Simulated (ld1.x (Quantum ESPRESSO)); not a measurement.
# Before and after: TM potential for Eu (Z = 63)

- Element: Eu
- Generator: ld1.x (Quantum ESPRESSO) 7.5
- Type: norm-conserving Troullier–Martins (Kleinman–Bylander form)
- Functional: PBEsol
- Relativity: scalar-relativistic
- Frozen core: [Kr] 4d10 5s2
- Valence charge: 15
- Reference configuration: 4f7 5p6 5d0.5 6s1.5 6p0
- Partial waves: 5p (bound): rc 2.50 bohr; 5d (bound): rc 2.40 bohr; 4f (bound): rc 0.80 bohr; 6s (bound): rc 3.65 bohr
- Local potential: the s channel
- Core correction: none

All-electron outer shells of the reference configuration (PBEsol, scalar-relativistic, ld1.x):

| shell | level (eV) | outermost node (bohr) | outermost maximum (bohr) |
| --- | --- | --- | --- |
| 4d | -134.17 | 0.27 | 0.57 |
| 5s | -44.10 | 0.67 | 1.23 |
| 5p | -23.23 | 0.72 | 1.41 |
| 6s | -3.45 | 1.67 | 3.65 |
| 4f | -2.20 | – | 0.60 |
| 5d | -1.27 | 0.82 | 2.19 |
| 6p | -1.10 | 2.03 | 5.05 |

Change: wave 6s (bound): rc 3.65 bohr becomes 6s (bound): rc 5.62 bohr.

Cutoffs: the cutoffs (Ry, on a coarse ladder) from which the occupation-weighted sum of valence levels, in a spherical-Bessel basis at the reference potential, stays within 10 and 1 mRy of its value at 400 Ry; they do not see the model core or the augmentation charge, which bear on the density cutoff. Errors are all-electron minus pseudo energies relative to the spin-unpolarised reference configuration.

**Question.** What does the change do?

**Answer.** The number of tests that count goes from 7 to 6; of the 6 tests that both files solve, the error grows in 5 and shrinks in 0 by more than 15 % and 0.3 meV (median size 145.8 → 243.5 meV); neither file shows a bound ghost at the reference potential, the only one tested. More of the atom is replaced by a form fitted at one configuration, so other configurations suffer.

| quantity | base | changed |
| --- | --- | --- |
| cutoff, loose | over 300 Ry | over 300 Ry |
| cutoff, tight | over 300 Ry | over 300 Ry |
| bound ghosts | none | none |
| tests counted (converged, no solver errors) | 7 of 7 | 6 of 7 |
| error for 4f7 5p6 5d0 6s2 6p0, meV [ΔE -1.06 eV] | -1.9 | +7.6 |
| error for 4f7 5p6 5d0 6s1 6p0, meV [ΔE 4.97 eV] | +0.9 | +22 |
| error for 4f7 5p6 5d0 6s0 6p0, meV [ΔE 16.11 eV] | -5.0 | -194 |
| error for 4f7 5p6 5d0 6s1 6p1, meV [ΔE 1.46 eV] | -287 | -293 |
| error for 4f7 5p6 5d0 6s0 6p2, meV [ΔE 4.09 eV] | -670 | -833 |
| error for 4f7 5p6 5d0 6s0 6p1, meV [ΔE 8.18 eV] | -502 | -705 |

Base: ld1.x printed “convergence not achieved” for 3 of the counted tests; their residual had stalled under 1e-8, short of the target of 1e-14. Changed file: Tests not counted: 4f7 5p6 5d1 6s0 6p0 (solver errors, printed error -26 meV). These tests converged, but a pseudo level misses the all-electron one widely, so the file describes the atom poorly there or has found another state: 4f7 5p6 5d0 6s0 6p2: 4f by 1.2 eV. ld1.x printed “convergence not achieved” for 3 of the counted tests; their residual had stalled under 1e-8, short of the target of 1e-14.
